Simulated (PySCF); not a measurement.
C4H2BrF, SMILES C#C/C(Br)=C\F. Geometry optimised at PBE0-D3(BJ)/def2-SVP. The structure was generated by enumeration; whether it is a known compound was not checked.

**Question.** Give the equilibrium geometry at PBE0-D3(BJ)/def2-SVP (PySCF confirms it by a frequency run) as bond lengths and angles, and its point group. (The exact figures need the calculation; the answer reports its results.)

**Answer.** point group Cs.
Atoms: C1 C2 C3 Br4 C5 F6 H7 H8. Bond lengths (Å): C1–C2 1.213, C1–H7 1.075, C2–C3 1.413, C3–Br4 1.893, C3–C5 1.342, C5–F6 1.318, C5–H8 1.093. Angles (°): C2–C1–H7 179.6, C1–C2–C3 179.0, C2–C3–Br4 117.6, C2–C3–C5 124.4, Br4–C3–C5 118.1, C3–C5–F6 121.5, C3–C5–H8 124.0, F6–C5–H8 114.5.
Charge 0, spin multiplicity 1.
